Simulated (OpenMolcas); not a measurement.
**F⁺: effect of the active space**

```
Program             : OpenMolcas 26.06
Method              : CASSCF or its RAS form
Basis               : ANO-RCC
Scalar Hamiltonian  : DKH2, point nucleus
Spin-orbit coupling : state interaction with AMFI integrals over the reference wave functions, term energies averaged over their components
```

A. 4 electrons in 9 orbitals (RAS2 2p; RAS3 3s 3d, at most 1 electron); 2S+1 = 3 even, 3 roots; 2S+1 = 1 even, 6 roots; 2S+1 = 5 odd, 6 roots; 2S+1 = 3 odd, 14 roots; 2S+1 = 1 odd, 8 roots; cost roughly 40 core-seconds
B. 6 electrons in 9 orbitals (RAS2 2s 2p; RAS3 3d, at most 2 electrons); 2S+1 = 3 even, 3 roots; 2S+1 = 1 even, 6 roots; 2S+1 = 3 odd, 3 roots; 2S+1 = 1 odd, 3 roots; cost roughly 29 core-seconds

Energies in cm-1 above 2s2 2p4 3P2, the measured ground level; measured values from NIST Handbook of Basic Atomic Spectroscopic Data.

```csv
Level,A,B,Measured
2s2 2p4 3P2,0.0,0.0,0.0
2s2 2p4 3P1,321,319,341
2s2 2p4 3P0,477,473,490
2s2 2p4 1D2,22803,22229,20873
2s2 2p4 1S0,56517,47135,44918
```

Deviations, from unrounded energies. A percentage is the sum of absolute deviations over the sum of measured energies, with the sign that they share, or ± where signs differ.

```csv
Against measurement,Levels,A,B
mean absolute deviation (cm-1),4,3400,900
fine structure of the ground term (%),2,-3.9,-4.7
other terms of the ground configuration (%),2,+20.6,+5.4
```

B lies closest to measurement on these levels. The largest miss of B in the table is 2s2 2p4 1S0, by +2200 cm-1. The ranking rests on the paired levels alone, and a cruder setting can come out closer through cancelling errors.

Between A and B the level of the table that moves most is 2s2 2p4 1S0, by 9400 cm-1 (lowest in B, highest in A).

Without dynamic correlation excited terms often stand tens of per cent too high (terms of higher spin than the ground term too low), and those without a measured partner can miss by more than the paired ones. With the s shell closed, the reference lacks s² → p² mixing (holds for A). Active for correlation alone: 3d; no level in the range computed is led by a configuration that fills it, so any true level of that kind is missing (holds for B). Computed and measured levels are paired by configuration, term and J; levels that our copy of the source lacks, or whose pairing is in doubt (as where it misses far off the trend of its configuration), stay unpaired and out of the deviations. Levels of configurations outside the active space are missing. The table leaves out levels that lie high or whose names do not pair safely across all columns.
